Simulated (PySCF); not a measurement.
C4H4FO2 (charge -1).
Bonds: C1–C2 (double), C2–C3, C3–F4, C2–C5, C5–O6 (double), C5–O7. Hydrogens: H8, H9 on C1; H10, H11 on C3.

Level of theory: PBE0-D3(BJ)/def2-SVP geometry optimisation, gas phase (PySCF 2.14.0).

(1) What internal coordinates does the optimisation give?

## Answers

(1) 
```
          bond  length (Å)
         C1=C2       1.335
         C2–C3       1.491
         C3–F4       1.390
         C2–C5       1.550
         C5=O6       1.240
         C5–O7       1.253
         C1–H8       1.094
         C1–H9       1.095
C3–H10, C3–H11       1.103
```

Bonds in one row agree within 0.01 Å and their mean is given. A selection of angles:
```
     angle  degrees
  C2–C1–H8    117.3
  C2–C1–H9    122.2
  H8–C1–H9    120.4
  C1–C2–C3    123.2
  C1–C2–C5    122.9
  C3–C2–C5    113.9
  C2–C3–F4    113.4
 C2–C3–H10    109.8
 F4–C3–H10    108.8
H10–C3–H11    106.3
  C2–C5–O6    117.0
  C2–C5–O7    112.9
  O6–C5–O7    130.1
```

Torsions: C1–C2–C3–F4 -1° (synperiplanar); C1–C2–C5–O6 1° (synperiplanar).

C2 (fully substituted alkene carbon) is planar (angles 123.2°, 122.9° and 113.9°, sum 360.0°, 0.00 Å off the plane of its three neighbours). C5 (carboxylate carbon) is planar (angles 130.1°, 117.0° and 112.9°, sum 360.0°, 0.00 Å off the plane of its three neighbours). The C–C distances run from 1.335 Å (C1=C2, drawn double) to 1.550 Å (C2–C5, drawn single), a spread of 0.215 Å. The 7 heavy atoms lie in one plane (0.010 Å rms). Of the pairs four or more bonds apart, O6···H8 is among the closest relative to their van der Waals radii: 2.49 Å, 92 % of the sum of Bondi's values. C1 (terminal =CH2 carbon) is planar (angles 122.2°, 120.4° and 117.3°, sum 360.0°, 0.00 Å off the plane of its three neighbours).

Point group: Cs (every atom within 0.08 Å of its image). Not checked by PBE0-D3(BJ)/def2-SVP frequencies.

The run took 46 s wall on one thread of an Arm Neoverse V1, on a shared host, and the process peaked at 0.52 GiB of memory. This is the geometry optimisation.

One conformer stands for the species.
